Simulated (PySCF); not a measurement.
Isomers of C4H11BS, from PBE0-D3(BJ)/def2-SVP geometry optimisation, gas phase in PySCF. One conformer each, no zero-point energy, no frequencies.

Problem. Which is lower in electronic energy at this level?
A. `[CH3:1][S:2][BH:3][CH:4]([CH3:5])[CH3:6]` with C1–S2–B3–C4 -3°, S2–B3–C4–C5 -90°: A = 4699, B = 1502, C = 1384 MHz, dipole 1.90 D
B. `[CH3:1][B:2]([CH3:3])[CH2:4][CH2:5][SH:6]` with C1–B2–C4–C5 -177°, B2–C4–C5–S6 -174°, C4–C5–S6–H -60°: A = 6287, B = 1081, C = 948.3 MHz, dipole 1.87 D

Solution. A. That is `CSBC(C)C`, 8.9 kcal/mol below the other.

| SMILES | mapped SMILES | E (Eh) | relative (kcal/mol) | relative (kJ/mol) | dipole (D) |
| --- | --- | --- | --- | --- | --- |
| CSBC(C)C | [CH3:1][S:2][BH:3][CH:4]([CH3:5])[CH3:6] | -581.49848 | 0.0 | 0.0 | 1.90 |
| CB(C)CCS | [CH3:1][B:2]([CH3:3])[CH2:4][CH2:5][SH:6] | -581.48436 | 8.9 | 37.1 | 1.87 |

As drawn, the higher has an S–H bond, which the lower lacks.
